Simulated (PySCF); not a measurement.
## Palladium: a sound run and one with changed settings

Sound run: Pd⁺ [Kr] 4d9, Pd²⁺ [Kr] 4d8. All numbers are calculated (PySCF 2.14, a scalar-relativistic core potential, in def2-SVP with the def2 core potential (28 electrons) (5s3p2d1f, 31 functions)). In the sound run the correlated levels freeze 4s2 4p6 outside the core potential. The sound run starts from symmetry-adapted Hartree-Fock orbitals and uses a fine grid where one is needed.

Changed run: initial guess 1e, at most 50 SCF cycles.

```tsv
species	method	sound run (hartree)	changed run (hartree)	converged
Pd⁺	UHF	-126.76992	-126.76992	yes
Pd⁺	PBE	-127.52710	-127.52026	no
Pd⁺	M06-2X	-127.45467	-127.45467	yes
Pd⁺	MP2	-126.93331	-126.93331	yes
Pd²⁺	UHF	-126.12691	-126.12691	yes
Pd²⁺	PBE	-126.80035	-126.80035	yes
Pd²⁺	M06-2X	-126.72329	-126.72329	yes
Pd²⁺	MP2	-126.24628	-126.24628	yes
```

Ionisation energy of Pd⁺:

```tsv
method	sound run (eV)	changed run (eV)
UHF	17.497	17.497
M06-2X	19.902	19.902
MP2	18.695	18.695
SCS-MP2	18.598	18.598
```

A plain start with occupations fixed only by D2h representation lets s and d (or p and f) orbitals of one representation trade places, so the SCF can reach the same state, another state or none.

For comparison, NIST gives 19.43 ± 0.12 eV between the lowest levels.
